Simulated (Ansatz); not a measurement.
Start from `FC[SiH2]CI` and change one atom or group to get `N#C[SiH2]CF`.

Ansatz, PBE0-D4/def2-TZVP geometries, multiplicity 1. Each molecule was computed in one conformer, which needn't be the lowest.

Elements past krypton have def2 core potentials.

| property | `FC[SiH2]CI` |
| --- | --- |
| HOMO energy (PBE/def2-TZVPP) / eV | -6.23 |
| LUMO energy (PBE0/def2-TZVPP) / eV | -1.13 |
| LUMO energy (PBE/def2-TZVPP) / eV | -2.03 |
| HOMO–LUMO gap (PBE0/def2-TZVPP) / eV | 6.23 |
| HOMO–LUMO gap (B3LYP/def2-TZVPP) / eV | 5.76 |
| HOMO energy (B3LYP/def2-TZVPP) / eV | -7.13 |

**Question.** Give the same properties after the change, and the shifts. (Best estimate.)

**Answer.** Ansatz gave: 
```json
{"property": "HOMO energy (PBE/def2-TZVPP) / eV", "`N#C[SiH2]CF`": "-7.80", "shift": "-1.57"}
{"property": "LUMO energy (PBE0/def2-TZVPP) / eV", "`N#C[SiH2]CF`": "-0.84", "shift": "0.29"}
{"property": "LUMO energy (PBE/def2-TZVPP) / eV", "`N#C[SiH2]CF`": "-1.81", "shift": "0.22"}
{"property": "HOMO–LUMO gap (PBE0/def2-TZVPP) / eV", "`N#C[SiH2]CF`": "8.47", "shift": "2.24"}
{"property": "HOMO–LUMO gap (B3LYP/def2-TZVPP) / eV", "`N#C[SiH2]CF`": "8.01", "shift": "2.25"}
{"property": "HOMO energy (B3LYP/def2-TZVPP) / eV", "`N#C[SiH2]CF`": "-9.09", "shift": "-1.96"}
```

With PBE0 the HOMO falls by 1.95 eV and the LUMO rises by 0.29 eV, so the gap widens by about 2.24 eV. PBE moves the HOMO by -1.57 eV and ωB97M-V by -2.07 eV.

B3LYP here is the variant with VWN-RPA as its local correlation; programs differ in this.

Spin–orbit coupling is left out; it splits and shifts lone-pair levels of the heavy atoms by tenths of an eV.
